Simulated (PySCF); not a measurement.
## Name the molecule from its bond curve

A diatomic of charge 0 contains I. Its singlet curve at RHF-SCS-MP2 in a double-zeta basis (scalar-relativistic core potentials, PySCF), in eV from the separated fragments:

R (Å), E (eV) and a bar:
```
    1.685     -0.694 ##############################
    1.763     -1.515 ##############
    1.841     -1.969 #####
    1.900     -2.135 #
    1.959     -2.194 
    2.018     -2.172 
    2.096     -2.053 ###
    2.194     -1.813 ########
    2.312     -1.457 ###############
    2.468     -0.958 #########################
```

The fit gives ωe = 602 cm⁻¹ and the rotational constant Bₑ = 0.2630 cm⁻¹.

**Question.** Which atom is the partner?

**Answer.** The minimum lies at 1.970 Å, so the reduced mass is 16.8576 u Å² cm⁻¹/(Bₑ·Re²) = 16.52 u. With I at 126.90 u the partner weighs about 19.0 u: F. The molecule is IF.

Correlated steps freeze 5 core orbitals. Spin–orbit coupling is left out.
